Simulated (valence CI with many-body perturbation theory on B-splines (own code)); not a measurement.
Forbidden lines of Sr¹⁵⁺

Level of theory: valence CI with perturbative core correlation (CI+MBPT): five valence electrons over a frozen Dirac-Fock core [Ar], radial functions for each j: 7 s, 7 p, 8 d, 6 f, 4 g, 1 h, with the one-electron correlation potential Σ1 (screened to all orders), the two-electron term Σ2, the three-electron term Σ3, Breit, model QED; selected single and double excitations, second order for the rest (own B-spline code, finite nucleus).

No measured levels were compared; by estimate terms of the open shell hold to 2 to 4 % of their energy, and close levels can change places. Core correlation moves these levels by up to 10000 cm⁻¹, and in measured spectra 5 to 20 % of such shifts remained as error; rates that hang on mixing are uncertain with them. Only levels of the ground parity were solved; by the run's estimate the other parity begins above the list, which can be wrong where configurations are misplaced.

Lines 51 to 100 of 120 in falling wavelength, among levels below 299450 cm⁻¹, chosen from the decays that carry over 1 % of a level's rate. Wavelengths and rates use the calculated energies, so an error of 2000 cm⁻¹ moves a line at 322.8 nm by 6.5 % and its rate by three times that or more. S is in atomic units (e²a₀⁴ for E2 and M2, e²a₀⁶ for E3), for M1 in squared Bohr magnetons. Weak lines are less certain than strong ones. Lines between different terms over intervals too small for the method are left out, as are lines whose strength nearly cancels.

Names give the largest LS component (configuration and term), which can be under half, so a name can repeat, a term be missing and a line seem to break the LS rules; names also repeat where a configuration has a term twice. Letters in brackets count levels of one name in rising energy.

| λ vac (nm) | Upper | Lower | Type | A (s⁻¹) | S (a.u.) |
| --- | --- | --- | --- | --- | --- |
| 322.8 | 3d⁵ ⁴F_5/2 | 3d⁵ ⁴D_3/2 | M1 | 5.16e+00 | 3.86e-02 |
| 306.8 | 3d⁵ ⁴F_5/2 | 3d⁵ ⁴D_5/2 | M1 | 4.93e+01 | 3.16e-01 |
| 301.3 | 3d⁵ ⁴F_9/2 | 3d⁵ ⁴D_7/2 | M1 | 3.25e+01 | 3.30e-01 |
| 300.9 | 3d⁵ ²H_11/2 | 3d⁵ ²I_13/2 | M1 | 6.96e+01 | 8.43e-01 |
| 292.1 | 3d⁵ ²I_11/2 | 3d⁵ ⁴G_9/2 | M1 | 1.31e+01 | 1.45e-01 |
| 281.4 | 3d⁵ ²I_11/2 | 3d⁵ ⁴G_11/2 | M1 | 4.68e+01 | 4.64e-01 |
| 273.7 | 3d⁵ ²D_3/2 [a] | 3d⁵ ⁴P_1/2 | M1 | 3.46e+01 | 1.05e-01 |
| 269.0 | 3d⁵ ²H_11/2 | 3d⁵ ²I_11/2 | M1 | 1.79e+02 | 1.55e+00 |
| 267.7 | 3d⁵ ²D_5/2 [a] | 3d⁵ ⁴P_3/2 | M1 | 3.50e+01 | 1.49e-01 |
| 266.3 | 3d⁵ ²F_5/2 [b] | 3d⁵ ²D_5/2 [a] | M1 | 1.29e+02 | 5.42e-01 |
| 265.7 | 3d⁵ ²F_7/2 [b] | 3d⁵ ⁴D_5/2 | M1 | 9.34e+00 | 5.20e-02 |
| 261.1 | 3d⁵ ⁴F_3/2 | 3d⁵ ⁴D_3/2 | M1 | 1.02e+02 | 2.69e-01 |
| 253.3 | 3d⁵ ²I_13/2 | 3d⁵ ⁴G_11/2 | M1 | 3.05e+00 | 2.57e-02 |
| 250.8 | 3d⁵ ²D_5/2 [a] | 3d⁵ ⁴P_5/2 | M1 | 5.04e+02 | 1.77e+00 |
| 250.5 | 3d⁵ ⁴F_3/2 | 3d⁵ ⁴D_5/2 | M1 | 3.87e+01 | 9.02e-02 |
| 246.5 | 3d⁵ ⁴F_3/2 | 3d⁵ ⁴D_1/2 | M1 | 5.76e+01 | 1.28e-01 |
| 245.7 | 3d⁵ ²D_3/2 [a] | 3d⁵ ⁴P_3/2 | M1 | 1.48e+02 | 3.26e-01 |
| 232.5 | 3d⁵ ²G_9/2 [a] | 3d⁵ ²I_11/2 | M1 | 5.12e+01 | 2.38e-01 |
| 231.9 | 3d⁵ ²D_5/2 [a] | 3d⁵ ⁴G_7/2 | M1 | 1.30e+02 | 3.59e-01 |
| 231.4 | 3d⁵ ²D_3/2 [a] | 3d⁵ ⁴P_5/2 | M1 | 4.78e+00 | 8.78e-03 |
| 226.7 | 3d⁵ ²F_7/2 [b] | 3d⁵ ⁴D_7/2 | M1 | 1.60e+02 | 5.54e-01 |
| 223.5 | 3d⁵ ²H_9/2 | 3d⁵ ⁴D_7/2 | M1 | 2.42e+01 | 1.00e-01 |
| 220.0 | 3d⁵ ²G_7/2 [a] | 3d⁵ ⁴D_5/2 | M1 | 1.03e+01 | 3.25e-02 |
| 214.8 | 3d⁵ ²D_5/2 [a] | 3d⁵ ⁴G_5/2 | M1 | 1.07e+01 | 2.35e-02 |
| 210.1 | 3d⁵ ²F_7/2 [a] | 3d⁵ ⁴G_9/2 | M1 | 9.15e+01 | 2.52e-01 |
| 208.9 | 3d⁵ ²F_5/2 [a] | 3d⁵ ⁴D_3/2 | M1 | 4.41e+01 | 8.93e-02 |
| 202.1 | 3d⁵ ²F_5/2 [a] | 3d⁵ ⁴D_5/2 | M1 | 4.57e+01 | 8.38e-02 |
| 201.5 | 3d⁵ ⁴F_9/2 | 3d⁵ ⁴G_9/2 | M1 | 3.27e+00 | 9.94e-03 |
| 200.4 | 3d⁵ ²D_3/2 [a] | 3d⁵ ⁴G_5/2 | M1 | 1.02e+02 | 1.22e-01 |
| 196.8 | 3d⁵ ⁴F_9/2 | 3d⁵ ⁴G_7/2 | M1 | 2.51e+01 | 7.08e-02 |
| 196.4 | 3d⁵ ⁴F_9/2 | 3d⁵ ⁴G_11/2 | M1 | 5.18e+01 | 1.45e-01 |
| 192.5 | 3d⁵ ²G_7/2 [a] | 3d⁵ ⁴D_7/2 | M1 | 8.12e+00 | 1.72e-02 |
| 191.4 | 3d⁵ ²F_7/2 [a] | 3d⁵ ⁴G_5/2 | M1 | 5.43e+00 | 1.13e-02 |
| 187.1 | 3d⁵ ⁴F_5/2 | 3d⁵ ⁴P_5/2 | M1 | 4.94e+00 | 7.20e-03 |
| 176.8 | 3d⁵ ²F_5/2 [b] | 3d⁵ ⁴D_5/2 | M1 | 1.01e+01 | 1.24e-02 |
| 176.3 | 3d⁵ ⁴F_5/2 | 3d⁵ ⁴G_7/2 | M1 | 6.57e+01 | 8.02e-02 |
| 171.6 | 3d⁵ ⁴F_3/2 | 3d⁵ ⁴P_3/2 | M1 | 3.14e+00 | 2.35e-03 |
| 171.0 | 3d⁵ ²F_7/2 [b] | 3d⁵ ⁴P_5/2 | M1 | 6.82e+00 | 1.01e-02 |
| 165.2 | 3d⁵ ²F_7/2 [b] | 3d⁵ ⁴G_9/2 | M1 | 2.23e+02 | 2.99e-01 |
| 164.6 | 3d⁵ ⁴F_3/2 | 3d⁵ ⁴P_5/2 | M1 | 1.43e+01 | 9.44e-03 |
| 164.4 | 3d⁵ ²G_9/2 [a] | 3d⁵ ⁴D_7/2 | M1 | 4.40e+01 | 7.24e-02 |
| 163.5 | 3d⁵ ²H_9/2 | 3d⁵ ⁴G_9/2 | M1 | 1.58e+02 | 2.55e-01 |
| 162.0 | 3d⁵ ²F_7/2 [b] | 3d⁵ ⁴G_7/2 | M1 | 7.41e+01 | 9.34e-02 |
| 160.3 | 3d⁵ ²H_9/2 | 3d⁵ ⁴G_7/2 | M1 | 6.82e+01 | 1.04e-01 |
| 160.0 | 3d⁵ ²H_9/2 | 3d⁵ ⁴G_11/2 | M1 | 5.18e+01 | 7.87e-02 |
| 158.6 | 3d⁵ ²F_5/2 [b] | 3d⁵ ⁴D_7/2 | M1 | 1.05e+02 | 9.36e-02 |
| 150.8 | 3d⁵ ²G_7/2 [a] | 3d⁵ ⁴P_5/2 | M1 | 1.10e+00 | 1.11e-03 |
| 148.2 | 3d⁵ ⁴F_3/2 | 3d⁵ ⁴G_5/2 | M1 | 2.33e+01 | 1.13e-02 |
| 146.3 | 3d⁵ ²G_7/2 [a] | 3d⁵ ⁴G_9/2 | M1 | 1.32e+01 | 1.23e-02 |
| 143.7 | 3d⁵ ²G_7/2 [a] | 3d⁵ ⁴G_7/2 | M1 | 4.99e+00 | 4.40e-03 |
